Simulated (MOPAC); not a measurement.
MOPAC input (PM3):

```
PM3 1SCF UHF MS=0.5 GEO-OK AUX(PRECISION=9) THREADS=1
C2H8GeN

C    -1.84229800 1   -0.45451500 1    0.63244700 1
N    -0.58078300 1    0.25094600 1    0.55422500 1
C    -0.67835600 1    1.65373000 1    0.89757800 1
Ge    0.78031900 1   -0.36065600 1   -0.55781900 1
H    -2.60353900 1   -0.02695100 1   -0.03459800 1
H    -2.23584800 1   -0.40444100 1    1.65446100 1
H    -1.70853100 1   -1.50442800 1    0.37337800 1
H    -1.03957100 1    1.76237200 1    1.92695800 1
H    -1.37555400 1    2.19729500 1    0.24512200 1
H     0.29874400 1    2.13134500 1    0.83060900 1
H     0.83135400 1   -1.88867400 1   -0.24176800 1
H     2.05215300 1    0.32255500 1    0.03631400 1
```

From the output:

```
                                                       MOPAC v23.2.5 Linux

          FINAL HEAT OF FORMATION =         25.31542 KCAL/MOL =     105.91974 KJ/MOL

          COSMO AREA              =        128.85 SQUARE ANGSTROMS
          COSMO VOLUME            =        121.05 CUBIC ANGSTROMS

          IONIZATION POTENTIAL    =          8.460522 EV
          ALPHA SOMO LUMO (EV)    =         -8.461 -0.228
          BETA  SOMO LUMO (EV)    =         -8.742 -1.288
          NO. OF ALPHA ELECTRONS  =         13
          NO. OF BETA  ELECTRONS  =         12
          MOLECULAR WEIGHT        =        118.6819         POINT GROUP:  Cs

          MOLECULAR DIMENSIONS (Angstroms)

            Atom       Atom       Distance
            H    12    H     5     4.66933
            H    11    H     8     4.37066
            H     6    H     9     2.50210

          SCF CALCULATIONS        =          1

   ATOM   CHEMICAL          X               Y               Z
  NUMBER   SYMBOL      (ANGSTROMS)     (ANGSTROMS)     (ANGSTROMS)

     1       C         -1.84229800  *  -0.45451500  *   0.63244700  *
     2       N         -0.58078300  *   0.25094600  *   0.55422500  *
     3       C         -0.67835600  *   1.65373000  *   0.89757800  *
     4      Ge          0.78031900  *  -0.36065600  *  -0.55781900  *
     5       H         -2.60353900  *  -0.02695100  *  -0.03459800  *
     6       H         -2.23584800  *  -0.40444100  *   1.65446100  *
     7       H         -1.70853100  *  -1.50442800  *   0.37337800  *
     8       H         -1.03957100  *   1.76237200  *   1.92695800  *
     9       H         -1.37555400  *   2.19729500  *   0.24512200  *
    10       H          0.29874400  *   2.13134500  *   0.83060900  *
    11       H          0.83135400  *  -1.88867400  *  -0.24176800  *
    12       H          2.05215300  *   0.32255500  *   0.03631400  *

                             CARTESIAN COORDINATES

   1    C       -1.842298000    -0.454515000     0.632447000
   2    N       -0.580783000     0.250946000     0.554225000
   3    C       -0.678356000     1.653730000     0.897578000
   4   Ge        0.780319000    -0.360656000    -0.557819000
   5    H       -2.603539000    -0.026951000    -0.034598000
   6    H       -2.235848000    -0.404441000     1.654461000
   7    H       -1.708531000    -1.504428000     0.373378000
   8    H       -1.039571000     1.762372000     1.926958000
   9    H       -1.375554000     2.197295000     0.245122000
  10    H        0.298744000     2.131345000     0.830609000
  11    H        0.831354000    -1.888674000    -0.241768000
  12    H        2.052153000     0.322555000     0.036314000

           Empirical Formula: C2 H8 N Ge  =    12 atoms

      MOLECULAR POINT GROUP   :   Cs

          ALPHA EIGENVALUES
 -34.94553 -27.52345 -20.85064 -16.43215 -15.64877 -15.53086 -13.43456 -13.27038
 -12.90728 -11.97938 -11.58404 -10.62039  -8.46052  -0.22822   0.71733   2.67483
   3.79029   3.91220   4.14129   4.33333   4.38022   4.42081   5.02268   5.82496

           BETA EIGENVALUES
 -34.91258 -27.51514 -20.80383 -16.55030 -15.61068 -15.40970 -13.61999 -13.26195
 -12.90875 -11.86210 -11.59185  -8.74164  -1.28776   0.08809   0.69592   2.57039
   3.75049   3.93228   4.15058   4.33574   4.37628   4.44263   5.02491   5.86620

              NET ATOMIC CHARGES AND DIPOLE CONTRIBUTIONS

  ATOM NO.   TYPE          CHARGE      No. of ELECS.   s-Pop       p-Pop
    1          C          -0.062009        4.0620     1.14182     2.92018
    2          N          -0.203258        5.2033     1.45091     3.75235
    3          C          -0.062009        4.0620     1.14182     2.92018
    4         Ge           0.309372        3.6906     0.77151     2.91912
    5          H           0.021448        0.9786     0.97855
    6          H           0.037095        0.9629     0.96290
    7          H           0.047247        0.9528     0.95275
    8          H           0.037095        0.9629     0.96290
    9          H           0.021448        0.9786     0.97855
   10          H           0.047247        0.9528     0.95275
   11          H          -0.096838        1.0968     1.09684
   12          H          -0.096838        1.0968     1.09684
 DIPOLE           X         Y         Z       TOTAL
 POINT-CHG.    -0.177     0.198    -0.797     0.840
 HYBRID        -0.655     0.299     0.495     0.874
 SUM           -0.832     0.497    -0.302     1.015

          ATOMIC ORBITAL ELECTRON POPULATIONS

     Atom    s        px        py        pz
    1  C   1.14182   0.92937   0.98613   1.00469
    2  N   1.45091   1.14692   1.07162   1.53381
    3  C   1.14182   1.00902   0.91219   0.99897
    4 Ge   0.77151   0.89344   0.98739   1.03830
    5  H   0.97855
    6  H   0.96290
    7  H   0.95275
    8  H   0.96290
    9  H   0.97855
   10  H   0.95275
   11  H   1.09684
   12  H   1.09684

                    (SZ)    =    0.500000
                    (S**2)  =    0.772137

          ATOMIC ORBITAL SPIN POPULATIONS

    Atom   Total    s     px     py     pz
         Atomic
    1  C -0.0036  0.000 -0.001 -0.002 -0.001
    2  N  0.1094  0.019  0.022  0.016  0.053
    3  C -0.0036  0.000 -0.001 -0.002 -0.002
    4 Ge  1.0517  0.176  0.076  0.114  0.686
    5  H  0.0058  0.006
    6  H -0.0010 -0.001
    7  H  0.0000  0.000
    8  H -0.0010 -0.001
    9  H  0.0058  0.006
   10  H  0.0000  0.000
   11  H -0.0818 -0.082
   12  H -0.0818 -0.082

 **********************
 *                    *
 * JOB ENDED NORMALLY *
 *                    *
 **********************

 == MOPAC DONE ==
```

The geometry given is a B3LYP-D3(BJ)/def2-TZVP minimum.
